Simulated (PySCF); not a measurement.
H5PSi, charge -1, multiplicity 2. Atoms are numbered in the order given.

```xyz
7

Si    -1.2911    -0.0726     0.0000
P      1.3705     0.1068     0.0000
H     -1.4138     0.8747     1.1798
H     -1.4138     0.8747    -1.1798
H     -2.7724    -0.6012     0.0000
H      1.5590    -0.8665     1.0341
H      1.5590    -0.8665    -1.0341
```
Charge -1, spin multiplicity 2.

Geometry optimised at TPSSh-D3(BJ)/def2-SVPD. The multiplicity is an assumed one; other spin states were not compared.

The numbers are results of ωB97X/def2-TZVPD (PySCF), not measurements.

Mulliken values depend strongly on the basis, most of all with diffuse functions as here. ESP charges are fitted to the potential on shells at 1.4 to 2.0 van der Waals radii. Atomic charges (e):

```tsv
atom	ESP fit	Mulliken	meta-Löwdin	Mulliken spin
Si1	-0.04	-0.24	-0.07	0.45
P2	-0.63	-0.37	-0.39	0.44
H3	-0.08	-0.10	-0.14	0.00
H4	-0.08	-0.10	-0.14	0.00
H5	-0.27	-0.13	-0.19	0.12
H6	0.05	-0.03	-0.03	-0.01
H7	0.05	-0.03	-0.03	-0.01
```
